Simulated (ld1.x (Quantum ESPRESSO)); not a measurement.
**How hard is this Cu TM potential?**

ld1.x (Quantum ESPRESSO) 7.5 input, shortened:

```
&input
   title='Cu', zed=29., rel=1, dft='PZ', iswitch=3,
   config='[Ar] 3d10 4s1 4p0'
 /
 &inputp
   pseudotype=2, tm=.true., lloc=-1, rcloc=2.10,
   nlcc=.false.
 /
3
4S  1  0   1.00   0.00  2.30  2.30  0.0
4P  2  1   0.00   0.00  2.65  2.65  0.0
3D  3  2  10.00   0.00  0.90  0.90  0.0
 &test
   configts(1)='3d10 4s1 4p0'
 /
```

The pseudo-atom Hamiltonian at the reference potential is diagonalised in spherical Bessel functions j_l(qr) that vanish at 20 bohr, with q² up to the cutoff. All-electron valence levels (Ry): 4s -0.3576, 4p -0.0577, 3d -0.3913.

Question: How do the lowest levels (Ry) of each channel move with the cutoff, and are there ghosts?

Answer:

```csv
cutoff (Ry),s #1,s #2,p #1,d #1,f #1,f #2,Σ f·Δε (mRy)
8,-0.3538,0.0118,-0.0573,0.0659,0.1138,0.2439,4575.0
18,-0.3565,0.0116,-0.0576,0.0659,0.1138,0.2439,4571.8
35,-0.3575,0.0115,-0.0576,0.0658,0.1138,0.2439,4570.6
55,-0.3576,0.0115,-0.0576,0.0658,0.1138,0.2439,4569.7
90,-0.3576,0.0115,-0.0576,0.0653,0.1138,0.2439,4564.7
140,-0.3576,0.0115,-0.0576,-0.1405,0.1138,0.2439,2507.1
230,-0.3576,0.0115,-0.0576,-0.3872,0.1138,0.2439,40.0
400,-0.3576,0.0115,-0.0576,-0.3912,0.1138,0.2439,0.0
```

Result: no extra level below or beside the all-electron valence levels (s, p, d, f tested); 10 mRy is reached at 260 Ry and 1 mRy at over 300 Ry.

1 of 9 tests not solved or not reliable.
